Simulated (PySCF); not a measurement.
Exercise with solution: chemical shift, span and skew from a shielding tensor

Se(Cl)(OH) (ClHOSe), SMILES O[Se]Cl. Atoms are numbered in the order given.

```xyz
4

Se     0.0218    -0.2983     0.5490
Cl     0.2264     1.4319    -0.7622
O     -0.4037    -1.5828    -0.6184
H     -1.3617    -1.5370    -0.7611
```

The structure is a stationary point at TPSSh-D3(BJ)/def2-TZVP. The values are those of a single conformer.

GIAO shieldings from HF/pcSseg-2 in PySCF, non-relativistic, no solvent. The symmetric part of the tensor of Se1 has the principal values -804.5, 279.9, 711.4 ppm. The same nucleus in Me2Se has σ = 1901.4 ppm at this level (PySCF, at its B3LYP-D3(BJ)/def2-TZVP geometry). Without spin–orbit terms, shifts of atoms bonded to Cl or Br come out too high.

**Question.** Work out the isotropic shielding, the ⁷⁷Se shift against Me2Se, the span and the skew.

**Answer.** 
σ(iso) = (σ11 + σ22 + σ33)/3 = 62.3 ppm. δ = σ(ref) − σ(iso) = 1901.4 − (62.3) = 1839.1 ppm.
Span Ω = σ33 − σ11 = 1515.9 ppm. Skew κ = 3(σ(iso) − σ22)/Ω = -0.43. Tumbling in solution averages the tensor to δ; in a static solid the shielding alone would spread this spin-1/2 line over Ω.
